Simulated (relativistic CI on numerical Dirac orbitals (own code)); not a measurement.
**d3 in a ligand field**

Computed with a parametric ligand-field model of a d^n configuration (Racah B and C, spin-orbit zeta, crystal field), exact diagonalisation.

Field parameters in Wybourne normalisation: Oh B⁴₀ = 21Dq, B⁴₄ = √(5/14) B⁴₀; Td as Oh with Dq negative (B⁴₀ = 21Dq, B⁴₄ = √(5/14) B⁴₀). The field is a parameter set, without covalency.

Task: Lowest levels for B = 530, C = 2520, ζ = 3050 cm⁻¹, Td, 10Dq = -8000 cm⁻¹?

Result: Γ8 0 (S 1.33), Γ7 3398 (S 1.48), Γ8 5643 (S 1.45), Γ6 8023 (S 1.43), Γ8 8523 (S 0.95), Γ8 10116 (S 1.22), Γ7 10611 (S 1.25), Γ6 11777 (S 1.10), Γ8 13540 (S 0.98) cm⁻¹, with S from ⟨S²⟩ = S(S + 1). The ground level has 1.95 electrons in the cubic e pair; its S is far from a half-integer, so spin-orbit coupling mixes spin states.

Task: Lowest levels for B = 410, C = 1890, ζ = 750 cm⁻¹, Oh, 10Dq = 8600 cm⁻¹?

Result: Γ8 0 (S 1.49), Γ8 7767 (S 1.09), Γ7 8389 (S 1.49), Γ6 8533 (S 1.19), Γ8 8544 (S 1.26), Γ8 8766 (S 0.89), Γ6 9570 (S 0.98), Γ8 9598 (S 1.09), Γ7 11971 (S 1.27) cm⁻¹, with S from ⟨S²⟩ = S(S + 1). The ground level has 0.02 electrons in the cubic e pair.

Task: Lowest levels for B = 820, C = 4110, ζ = 890 cm⁻¹, Oh, 10Dq = 32400 cm⁻¹?

Result: Γ8 0 (S 1.50), Γ8 18602 (S 0.51), Γ8 19170 (S 0.50), Γ6 19404 (S 0.50), Γ8 29031 (S 0.55), Γ7 29354 (S 0.54), Γ7 32130 (S 1.49), Γ8 32396 (S 1.48), Γ8 32683 (S 1.49) cm⁻¹, with S from ⟨S²⟩ = S(S + 1). The ground level has 0.00 electrons in the cubic e pair.

Task: Lowest levels for B = 560, C = 2020, ζ = 470 cm⁻¹, Oh, 10Dq = 27600 cm⁻¹?

Result: Γ8 0 (S 1.50), Γ8 10441 (S 0.50), Γ8 10818 (S 0.50), Γ6 10923 (S 0.50), Γ8 16779 (S 0.50), Γ7 16917 (S 0.50), Γ7 27428 (S 1.50), Γ8 27545 (S 1.50), Γ8 27728 (S 1.50) cm⁻¹, with S from ⟨S²⟩ = S(S + 1). The ground level has 0.00 electrons in the cubic e pair.

Task: Lowest levels for B = 600, C = 2570, ζ = 550 cm⁻¹, Oh, 10Dq = 29100 cm⁻¹?

Result: Γ8 0 (S 1.50), Γ8 12404 (S 0.50), Γ8 12798 (S 0.50), Γ6 12921 (S 0.50), Γ8 19784 (S 0.50), Γ7 19950 (S 0.50), Γ7 28901 (S 1.50), Γ8 29041 (S 1.50), Γ8 29253 (S 1.50) cm⁻¹, with S from ⟨S²⟩ = S(S + 1). The ground level has 0.00 electrons in the cubic e pair.
